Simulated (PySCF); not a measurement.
Species: C5H5FP2.
Numbering: `[CH3:1][c:2]1[cH:3][cH:4][p:5][c:6]([F:7])[p:8]1` (hydrogens: H9, H10, H11 on C1; H12 on C3; H13 on C4)

Structure used (PBE0-D3(BJ)/def2-SVP), in Å, numbered top down from 1:
```xyz
13
C5H5FP2 angstrom
C      1.9793   -0.6001    0.0740
C      0.5067   -0.3105   -0.0538
C      0.0521    0.9702    0.2724
C     -1.2550    1.4356    0.2116
P     -2.7064    0.6136   -0.2702
C     -2.0756   -0.9640   -0.6603
F     -3.0066   -1.8385   -1.0751
P     -0.4700   -1.6442   -0.6159
H      2.2059   -1.6629   -0.0938
H      2.5563   -0.0153   -0.6611
H      2.3488   -0.3265    1.0749
H      0.8124    1.6843    0.6141
H     -1.4178    2.4775    0.5102
```

The closed-shell ground state was solved at several levels (PySCF, density fitting, gas phase, non-relativistic).

| level | basis functions | total energy (Eh) | HOMO (eV) | LUMO (eV) | gap (eV) | dipole (D) |
| --- | --- | --- | --- | --- | --- | --- |
| HF/pcSseg-1 | 175 | -973.0197 | -8.98 | 0.93 | 9.91 | 3.91 |
| CAM-B3LYP/def2-SVPD | 211 | -975.5136 | -8.35 | -1.13 | 7.22 | 3.35 |

Question: What might PBE0/pcSseg-1 (175 basis functions) give for the same quantities?

Answer: Total energy -975.4090 Eh, HOMO -7.32 eV, LUMO -2.19 eV, gap 5.13 eV, dipole 3.43 D.

Question: Over all these levels, which gives the widest orbital gap and which the narrowest?

Answer: HF/pcSseg-1 (Hartree–Fock, all exact exchange) has the widest, 9.91 eV, and PBE0/pcSseg-1 (global hybrid, 25 % exact exchange) the narrowest, 5.13 eV. The two share the basis. From the narrowest to the widest the HOMO moves by -1.66 eV and the LUMO by +3.12 eV. The HOMO need not be the same orbital at Hartree–Fock and at DFT levels.

Question: How far do the dipole and the HOMO energy spread over the levels?

Answer: The dipole runs from 3.35 to 3.91 D (mean 3.57 D) and the HOMO from -8.98 to -7.32 eV.
